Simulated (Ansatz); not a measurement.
`C[SiH2][Al]([CH3])[OH]` + `[OH][AlH][SH]` → `C[O][AlH][SH]` + `[CH3][Al]([OH])[SiH3]`  (substitution at a C–Si bond)

Isolated molecules relaxed with PBE0-D4/def2-TZVP in Ansatz; ΔE leaves out vibrations. CCSD(T)/CBS is the MP2 limit (def2-TZVPP, def2-QZVPP) plus CCSD(T) − MP2 in def2-TZVPP, frozen cores. DFT in def2-TZVPP. B3LYP here is the variant with VWN-RPA as its local correlation; programs differ in this. HSE06 is defined as in plane-wave codes. Each species was taken in one conformer, which may not be the lowest.

```tsv
level	ΔE (kcal/mol)	difference from CCSD(T)/CBS
LDA (SPW92)	20.6	-1.7
PBE-D4	21.1	-1.2
revPBE-D4	20.9	-1.4
BLYP-D4	19.5	-2.8
r2SCAN-D4	21.7	-0.6
B97M-V	21.0	-1.3
PBE0-D4	21.5	-0.8
B3LYP-D4	19.9	-2.4
r2SCANh-D4	21.8	-0.5
r2SCAN0-D4	21.9	-0.4
HSE06-D4	21.5	-0.8
BHLYP-D4	19.9	-2.4
CAM-B3LYP-D4	19.8	-2.5
ωB97X-V	20.3	-2.0
PBE-QIDH	22.2	-0.1
revPBE	21.0	-1.3
BLYP	19.3	-3.0
r2SCAN	21.6	-0.7
PBE0	21.3	-1.0
B3LYP	19.7	-2.6
r2SCANh	21.7	-0.6
r2SCAN0	21.8	-0.5
HSE06	21.3	-1.0
BHLYP	19.6	-2.7
CAM-B3LYP	19.7	-2.6
RPA@PBE/def2-TZVPP	19.5	-2.8
HF/def2-SVP	14.8	-7.5
MP2/def2-SVP	18.6	-3.7
CCSD/def2-SVP	16.3	-6.0
CCSD(T)/def2-SVP	16.4	-5.9
HF/def2-TZVPP	18.0	-4.3
MP2/def2-TZVPP	23.3	1.0
SCS-MP2/def2-TZVPP	21.4	-0.9
CCSD/def2-TZVPP	21.0	-1.3
CCSD(T)/def2-TZVPP	21.3	-1.0
HF/def2-QZVPP	18.0	-4.3
MP2/def2-QZVPP	23.8	1.5
SCS-MP2/def2-QZVPP	22.0	-0.3
MP2/CBS(def2)	24.3	2.0
CCSD/CBS(def2)	22.0	-0.3
CCSD(T)/CBS	22.3	0
```

Largest T1 diagnostic among the species: 0.013.

Leaving LDA and LC-ωPBE aside and taking each functional with its dispersion term where it has one, the values spread over 2.7 kcal/mol, from BLYP-D4 to PBE-QIDH. In def2-TZVPP, CCSD(T) changes the Hartree–Fock value by +3.3 kcal/mol (the triples alone add +0.3 kcal/mol) and MP2 by +5.2 kcal/mol.
